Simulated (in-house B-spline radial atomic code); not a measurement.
Radial electron density of Tc7+, [Ne] 3s2 3p5 3d10 4s2 4p6 7f1. Method: Dirac-Hartree-Fock, average of configuration, Fermi nucleus of rms radius 4.41117 fm. Calculated with an all-electron radial atomic-structure program (B-spline basis).

Columns: r (bohr), 4πr²n(r) (electrons per bohr), bar.

```
 0.00149    1.856 #
 0.00188    2.791 ##
 0.00238    4.185 ###
   0.003    6.159 ####
 0.00379     8.97 ######
 0.00478     12.8 ########
 0.00604    17.92 ############
 0.00762    24.33 ################
 0.00962    31.92 #####################
  0.0121    39.96 ##########################
  0.0153    47.62 ###############################
  0.0194    53.18 ###################################
  0.0244    54.96 ####################################
  0.0308    52.81 ###################################
  0.0389    48.51 ################################
  0.0492    46.19 ##############################
   0.062    49.83 #################################
  0.0783    59.02 #######################################
  0.0989    66.79 ############################################
   0.125    64.59 ###########################################
   0.158    52.65 ###################################
   0.199     43.1 ############################
   0.251    44.99 ##############################
   0.317    50.52 #################################
     0.4    44.37 #############################
   0.505    27.39 ##################
   0.638    14.68 ##########
   0.805    11.95 ########
    1.02    10.73 #######
    1.28    6.373 ####
    1.62    2.041 #
    2.05   0.3596 
    2.58   0.1001 
    3.26 0.007886 
    4.11  0.06522 
    5.19  0.07761 
    6.56  0.02708 
    8.28   0.2242 
    10.4    0.102 
    13.2 0.006621 
    16.7 5.936e-05 
      21 6.591e-08 
    26.5 8.995e-11
```

On this grid the curve has 5 maxima, near 0.0244, 0.0989, 0.317, 5.19, 8.28 bohr.

The 3p1/2 radial function P(r) = rR(r), positive near the nucleus, with its small component Q(r) (sign convention: Q ≈ (P' + κP/r)/2c):

```
r (bohr)          P          Q
0.000741   0.002109   0.009169
 0.00118   0.003835    0.01408
 0.00188   0.007296    0.02147
   0.003    0.01454    0.03238
 0.00478    0.02995    0.04782
 0.00762    0.06294    0.06846
  0.0121     0.1309    0.09288
  0.0194     0.2669     0.1164
  0.0308     0.4954     0.1258
  0.0492     0.7975     0.1033
  0.0783     0.9605    0.04013
   0.125     0.5428   -0.03681
   0.199    -0.6425   -0.06536
   0.317     -1.664   -0.02953
   0.505     -1.334   0.004576
   0.805    -0.4057    0.00493
    1.28   -0.04621  0.0005781
    2.05  -0.003733  3.002e-05
```
